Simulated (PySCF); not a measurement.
# Telling isomers of CH₁₂OSi₄ apart by NMR

PySCF calculation with σ from GIAO-PBE0/pcSseg-1 and structure optimised with GFN2-xTB; equivalent nuclei averaged, in vacuum, one conformer, no relativistic terms.

References, each an isolated molecule treated in the same way: 1H, 13C vs TMS. Where no couplings were computed, multiplicities follow the n + 1 count of equivalent neighbours, and m marks all less simple cases (inequivalent or close neighbours, rings, F or P nearby). Shifts are as computed. Against solution values, carbons near 30 ppm lie about +3 ppm off and those near 130 ppm about +5 ppm. Of 1309 compounds with measured shifts, 239 miss one by over three times the rms of a fit or turn the order of signals round; such compounds aren't used in these exercises. OH and NH positions are gas-phase values without hydrogen bonding to other molecules.

(1) Tabulate the signals of `C[Si@@H]([SiH3])[SiH2]O[SiH3]`, `O[SiH2]C([SiH3])([SiH3])[SiH3]` and their relative energies.

(2) What is the quickest way to tell C[Si@@H]([SiH3])[SiH2]O[SiH3] from O[SiH2]C([SiH3])([SiH3])[SiH3]?

Results:

(1) 
```json
{"SMILES": "C[Si@@H]([SiH3])[SiH2]O[SiH3]", "carbon types": "1×CH3", "δC": "-10.5", "δH": "5.78 (m, 1H), 5.63 (m, 1H), 5.06 (s, 3H), 4.21 (m, 1H), 3.65 (d, 3H), 0.06 (d, 3H)", "E rel. (kcal/mol)": "0.0"}
{"SMILES": "O[SiH2]C([SiH3])([SiH3])[SiH3]", "carbon types": "1×C", "δC": "-20.9", "δH": "5.21 (s, 2H), 4.14 (s, 9H), 0.79 (br s, 1H)", "E rel. (kcal/mol)": "14.7"}
```

Energies are electronic energies at PBE0/pcSseg-1 on these geometries, without zero-point or thermal terms, each for the one conformer computed, which needn't be the lowest.

(2) Both give the same number of carbon signals, but DEPT or the intensities differ. The first has a methyl carbon bonded to Si (CH3) at -10.5 ppm, the second a fully substituted sp3 carbon bonded to 4 Si (C) at -20.9 ppm. In the proton spectra the most deshielded non-exchanging signals are 5.78 (m, 1H) and 5.21 (s, 2H).
